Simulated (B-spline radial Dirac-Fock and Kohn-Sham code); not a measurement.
**Dipole and non-dipole photoemission parameters of Se 3d3/2**

System: atomic selenium in the configuration [Ar] 3d10 4s2 4p4; threshold 63.97 eV (orbital energy of the model). Method: Dirac-Hartree-Slater photoionisation with a Latter tail; cross sections with all multipoles, angular parameters from the dipole term and its interference with E2. Computed with a radial atomic solver.

Input of the calculation (task.json; shells as n, l, electrons):

```json
{"items": [{
  "Z": 34,
  "q": 0,
  "cfg": [[1, 0, 2], [2, 0, 2], [2, 1, 6], [3, 0, 2], [3, 1, 6], [3, 2, 10], [4, 0, 2], [4, 1, 4]],
  "A": 80,
  "rrms": 4.14,
  "do": "xps",
  "hv": [53.9, 57.9, 60, 75.2, 80, 82.3, 98.2, 134.0, 180.0, 189.0, 200, 211.0, 226.0, 443.0, 499.0, 737.0, 800, 1253.6, 1330.0, 1490.0, 2984.4, 3300.0, 4000, 4570.0, 5530.0, 6370.0, 8430.0, 9460.0, 13800.0, 15000],
  "edges": {"K": 12658.0, "L1": 1652.0, "L2": 1474.3, "L3": 1433.9, "M1": 229.6, "M2": 166.5, "M3": 160.7}
}]}
```

Command: `python xray2_run.py task.json out`

For linearly polarised light dσ/dΩ = σ/(4π) [1 + β P₂(cos θ) + (δ + γ cos²θ) sin θ cos φ], with θ from the polarisation vector and φ the angle between the beam and the projection of the electron momentum on the plane normal to the polarisation.

| hν (eV) | σ (kb) | β | γ | δ |
| --- | --- | --- | --- | --- |
| 75.2 | 520 | 0.677 | 0.004 | 0.005 |
| 80 | 736 | 0.308 | 0.001 | 0.006 |
| 82.3 | 871 | 0.177 | -0.001 | 0.006 |
| 98.2 | 1830 | -0.066 | -0.010 | 0.008 |
| 134 | 2610 | 0.274 | -0.011 | 0.013 |
| 180 | 2340 | 0.614 | -0.003 | 0.017 |
| 189 | 2230 | 0.661 | -0.001 | 0.018 |
| 200 | 2090 | 0.712 | 0.001 | 0.019 |
| 211 | 1960 | 0.758 | 0.004 | 0.020 |
| 226 | 1780 | 0.814 | 0.008 | 0.021 |
| 443 | 450 | 1.162 | 0.094 | 0.033 |
| 499 | 334 | 1.190 | 0.120 | 0.036 |
| 737 | ? | ? | ? | ? |
| 800 | 90.0 | 1.220 | 0.263 | 0.050 |
| 1253.6 | 22.3 | 1.149 | 0.448 | 0.071 |
| 1330 | 18.4 | 1.133 | 0.474 | 0.075 |
| 1490 | 12.6 | 1.101 | 0.526 | 0.083 |
| 2984.4 | 1.09 | 0.853 | 0.837 | 0.157 |
| 3300 | 0.750 | 0.814 | 0.878 | 0.173 |
| 4000 | 0.362 | 0.741 | 0.953 | 0.207 |
| 4570 | 0.216 | 0.691 | 1.001 | 0.234 |
| 5530 | 0.102 | 0.624 | 1.066 | 0.278 |
| 6370 | 0.0582 | 0.575 | 1.111 | 0.315 |
| 8430 | 0.0186 | 0.483 | 1.190 | 0.399 |
| 9460 | 0.0115 | 0.446 | 1.216 | 0.439 |
| 13800 | 0.00231 | 0.332 | 1.254 | 0.592 |
| 15000 | 0.00162 | 0.309 | 1.252 | 0.630 |

Task: Give the values at 737 eV.

Result: σ = 114 kb, β = 1.224, γ = 0.234, δ = 0.047.
